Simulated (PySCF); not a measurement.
C₃H₅O, SMILES C(O)(=[CH])C, multiplicity 2. The structure is a stationary point at B3LYP-D3(BJ)/def2-SVP. The isomer is the one that the SMILES or the coordinates give; other isomers of the formula were not compared. One conformer was computed; it need not be the lowest.

The numbers are results of B3LYP-D3(BJ)/def2-SVP run with PySCF, not measurements.

Harmonic wavenumbers (cm⁻¹): 182, 393, 432, 443, 496, 559, 758, 904, 1005, 1047, 1185, 1308, 1393, 1444, 1447, 1708, 3032, 3103, 3158, 3274, 3802. Rotational constants (GHz): 10.86, 9.170, 5.133; symmetry number 1.

Task: Work out the zero-point energy and the ideal-gas rigid-rotor harmonic-oscillator thermochemistry at 298.15 K and 1 atm.

Result: ZPE = ½ Σ hcν = ½ × 31073 cm⁻¹ = 44.42 kcal/mol. H − E(el) = 48.13 kcal/mol. Entropy in cal/(mol K): translation 38.05, rotation 23.96, vibration 6.83, spin 1.38, total 70.21. G − E(el) = 27.19 kcal/mol. Cp = 19.05 cal/(mol K).
